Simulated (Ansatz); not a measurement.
Cost and result up the ladder for nido-B6H10 (SH for H, site b on B) (B₆H₁₀S) (17 atoms). The state is a singlet with charge 0. Geometry: PBE0-D4/def2-SVP.

Cartesian coordinates in Å:
```
B 0.737 1.597 -0.061
B 0.690 0.401 1.196
B -0.362 -0.677 -1.211
B -0.066 -1.098 0.523
B -0.674 0.482 0.082
B 0.123 0.970 -1.461
S -0.904 -2.423 1.486
H 0.852 2.730 0.319
H 0.805 0.569 2.377
H -1.069 -1.351 -1.905
H -2.059 -1.741 1.635
H -1.778 0.816 0.416
H -0.354 1.502 -2.426
H 1.723 0.851 0.459
H 1.152 -0.876 0.996
H 0.461 -1.582 -0.595
H 0.722 -0.171 -1.829
```

Ansatz on 4 threads of Arm Neoverse V1 on a shared host. Times are rough, and most runs start from the orbitals of an earlier one. PBE0-D4/def2-TZVP serves as the yardstick here, not as an exact answer. Differences are given only for rows in sets of like size (and for xTB, whose basis is part of the method), since another set adds its own error. Binding counts from free atoms at the same level (B doublet, S triplet, H doublet; other spins of the atoms weren't run), without zero-point energy or a counterpoise term.

HSE06 is defined as in plane-wave codes, on full-range PBE exchange. Correlated methods freeze 11 core orbitals. The rows differ in basis, and correlated rows in double-zeta sets carry the largest basis error. Another isomer (singlet) lies 0.22 eV lower at PBE0-D4/def2-TZVP; other spin states weren't run for this one.

Correlated methods converge slowly with the basis, most of all in double-zeta sets.

```tsv
level	functions	wall time	binding energy per atom (eV)	difference from PBE0-D4/def2-TZVP (eV)
PBE-D4/def2-SVP	152	2.1 s	3.83	–
LDA (SPW92)/def2-TZVP	283	2.7 s	4.24	0.47
PBE0-D4/def2-SVP	152	2.8 s	3.81	–
PBE-D4/def2-TZVP (with forces)	283	5.5 s	3.80	0.03
MP2/def2-TZVP	283	6.5 s	3.63	-0.14
PBE0-D4/def2-TZVP	283	7 s	3.77	0.00
HSE06-D4/def2-TZVP	283	7 s	3.77	0.00
r2SCAN-D4/def2-TZVP	283	9 s	3.77	0.01
CCSD(T)/def2-SVP	152	31 s	3.54	–
```
